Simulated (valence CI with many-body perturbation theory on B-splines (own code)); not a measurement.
Results of a calculation; reference values are marked as such.
# Er35+: input, log and results

Level of theory: relativistic CI+MBPT: five valence electrons over a frozen Dirac-Fock core [Ar] 3d10, a basis of 11 s, 11 p, 10 d, 8 f, 5 g, 2 h functions for each j, with the one-electron correlation potential Σ1 (screened to all orders), the two-electron term Σ2, the three-electron term Σ3, Breit, model QED; selected single and double excitations, second order for the rest, scaled by the run's own slope (own B-spline code, finite nucleus).

Command, and the settings that its task file holds:

```sh
python run_cv.py task.json out
```

```
atom Er  Z=68  mass_number=166  rms_radius_fm=5.2516
core [Ar] 3d10
valence 4s2 4p3
avg = 1
basis = M
breit = 1
cap = 32000
capref = 2000
cscale = 1
de = 0.0
dress = 0
eps = 2e-08
extrap = 1
h = 0.27
hh = 1
l2 = 3
lcore = 6
maxit = 60
n2 = 5
natural = 1
nlev = 150
nno = [5, 5, 5, 4, 2, 1]
nroot = 36
nsp = [6, 6, 5, 4, 3, 1]
pt2 = 1
qed = 1
rpa = 1
s1 = 1
s2 = 1
s3 = 1
screen = 1
tol = 2e-05
whole = 1
```

**Question.** Roughly how long does this run take on one core of Arm Neoverse V1, and how much memory?

**Answer.** 6 min on 1 thread of Arm Neoverse V1, with other jobs on the host, peak memory 1.2 GiB.

Log. The first blocks belong to the next ion, which gives the ionisation energy. Fields: 2J, parity (1 odd), roots, reference size, generating configurations, candidates as configurations/state functions, variational space P, stored matrix elements, Davidson steps; e2 is the range of second-order energies in hartree. The first line gives the box (bohr), its intervals, the orbitals and the steps of their self-consistent field. Window is the range of levels sought, series limit the energy at which the first omitted orbital would enter, core excitation an estimate of the first excitation out of the core, left out the lowest levels not solved, and shifts from estimates the range by which levels moved from their first estimate, all in cm⁻¹.

```
rmax 6.4 intervals 60 orbitals 83 references ['4s2 4p3', '4s 4p4', '4s2 4p2 4d', '4p5', '4s 4p3 4d'] scf 4 t 1.1
2J=0 par=0 roots 2 ref 22 generators 8 cand 16858/28057 P 2314/3199 nnz 1.3e+06 it 5
2J=0 par=0 roots 2 ref 22 generators 11 cand 25468/49219 P 4015/5899 nnz 3.3e+06 it 5
   second order: generators 23 cand 35166/68118 e2 -0.00004 -0.00003
reference levels 1332, estimated 563, window 3268916 1/cm; series limit 9329218, core excitation 10110024
2J=3 par=1 roots 35 ref 158 generators 46 cand 87220/1242139 P 1357/6398 nnz 4.1e+06 it 10
2J=3 par=1 roots 35 ref 158 generators 64 cand 107802/1656301 P 5649/31993 nnz 5.9e+07 it 9
   second order: generators 104 cand 138021/2380598 e2 -0.00837 -0.00267
2J=5 par=1 roots 35 ref 180 generators 43 cand 86789/1570465 P 1118/6385 nnz 4.5e+06 it 9
2J=5 par=1 roots 35 ref 180 generators 63 cand 109239/2117773 P 4786/31997 nnz 6.3e+07 it 10
   second order: generators 105 cand 143375/3158509 e2 -0.00997 -0.00420
2J=1 par=1 roots 22 ref 92 generators 42 cand 89151/779436 P 1929/6397 nnz 3.5e+06 it 11
2J=1 par=1 roots 22 ref 92 generators 55 cand 99896/868056 P 8122/32000 nnz 5e+07 it 10
   second order: generators 88 cand 123568/1219603 e2 -0.00467 -0.00149
2J=3 par=0 roots 15 ref 107 generators 37 cand 83788/1062258 P 1503/7182 nnz 4.7e+06 it 9
2J=3 par=0 roots 15 ref 107 generators 55 cand 98467/1447979 P 6139/31990 nnz 5.7e+07 it 10
   second order: generators 81 cand 109002/1777119 e2 -0.00590 -0.00181
2J=5 par=0 roots 14 ref 118 generators 32 cand 80549/1259160 P 1381/7213 nnz 5.1e+06 it 11
2J=5 par=0 roots 14 ref 118 generators 57 cand 101304/1893301 P 5664/31991 nnz 5.8e+07 it 12
   second order: generators 80 cand 110788/2292661 e2 -0.00710 -0.00266
2J=1 par=0 roots 11 ref 64 generators 29 cand 70534/467555 P 2023/6399 nnz 3.2e+06 it 8
2J=1 par=0 roots 11 ref 64 generators 51 cand 90756/743732 P 8918/31999 nnz 5e+07 it 9
   second order: generators 78 cand 125392/1194235 e2 -0.00368 -0.00090
2J=7 par=0 roots 8 ref 96 generators 23 cand 74947/1173300 P 1332/7167 nnz 5.2e+06 it 8
2J=7 par=0 roots 8 ref 96 generators 45 cand 91246/1815366 P 5284/31980 nnz 6.2e+07 it 10
   second order: generators 70 cand 111321/2393228 e2 -0.00701 -0.00277
2J=9 par=0 roots 4 ref 67 generators 18 cand 64950/931917 P 1334/6400 nnz 4.3e+06 it 5
2J=9 par=0 roots 4 ref 67 generators 37 cand 89970/1727033 P 5498/31998 nnz 6.7e+07 it 8
   second order: generators 60 cand 99534/2085251 e2 -0.00404 -0.00181
2J=7 par=1 roots 28 ref 166 generators 36 cand 84549/1582577 P 1114/6400 nnz 4.6e+06 it 11
2J=7 par=1 roots 28 ref 166 generators 62 cand 115736/2488688 P 4851/31990 nnz 6.4e+07 it 9
   second order: generators 98 cand 149663/3518038 e2 -0.00863 -0.00420
2J=9 par=1 roots 14 ref 122 generators 29 cand 80443/1473498 P 1291/6397 nnz 4.5e+06 it 8
2J=9 par=1 roots 14 ref 122 generators 50 cand 98050/2047465 P 5384/31990 nnz 6.6e+07 it 9
   second order: generators 84 cand 130381/3106059 e2 -0.00652 -0.00328
2J=11 par=1 roots 5 ref 74 generators 13 cand 59232/1016409 P 1589/6381 nnz 4.2e+06 it 7
2J=11 par=1 roots 5 ref 74 generators 32 cand 91509/1751961 P 5428/32000 nnz 7.1e+07 it 8
   second order: generators 57 cand 113714/2417984 e2 -0.00280 -0.00241
2J=11 par=0 roots 1 ref 31 generators 6 cand 39213/546277 P 1206/6388 nnz 4.8e+06 it 5
2J=11 par=0 roots 1 ref 31 generators 15 cand 61593/1038698 P 4328/31991 nnz 9.3e+07 it 7
   second order: generators 27 cand 98276/2127123 e2 -0.00105 -0.00105
left out: unestimated 4318648, estimated 3443403, shifts from estimates -64 to 151
operators 3.2
```

The Davidson iterations converged.

No measured spectrum was set against this ion. As an estimate, large intervals hold to a few tenths of a per cent, small ones and those within an open d or f shell to about a per cent. Among the levels kept, up to 2100 cm⁻¹ of a level comes from second order outside the variational space, and about a tenth of that is noise between levels of different J, which matters for small intervals.

```yaml
Valence_energy: -312.0099 hartree
Ionisation_energy: "1517.8 eV (NIST: 1516 ± 5 eV (theoretical))"
Reference_configurations_for_the_orbitals: 4s2 4p3, 4s 4p4, 4s2 4p2 4d, 4p5, 4s 4p3 4d
Radial_orbitals: 83
Box_radius: 6.444 bohr
Largest_variational_space: 32000
Lowest_levels: (4s^2 4p1/2^2 4p3/2) J=3/2 0.00, (4s^2 4p1/2 4p3/2^2) J=3/2 54.88, (4s^2 4p1/2 4p3/2^2) J=5/2 59.69, (4s^2 4p1/2 4p3/2^2) J=1/2 65.72, (4s^2 4p3/2^3) J=3/2 121.43, (4s^2 4p1/2^2 4d3/2) J=3/2 131.89, (4s 4p1/2^2 4p3/2^2) J=5/2 135.27, (4s 4p1/2^2 4p3/2^2) J=1/2 150.80, (4s^2 4p1/2^2 4d5/2) J=5/2 153.37, (4s 4p1/2^2 4p3/2^2) J=3/2 153.43, (4s^2 4p1/2 4p3/2 4d3/2) J=3/2 [a] 186.59, (4s^2 4p1/2 4p3/2 4d3/2) J=5/2 [a] 187.07, (4s^2 4p1/2 4p3/2 4d3/2) J=1/2 [a] 187.32, (4s 4p1/2 4p3/2^3) J=3/2 191.86 eV
```

Levels are named by their leading jj configuration (3d3/2^4 stands for four electrons in 3d with j = 3/2), which in mixed levels can hold well under half, so a name can repeat and another be missing. Letters in brackets count levels of one name in rising energy.
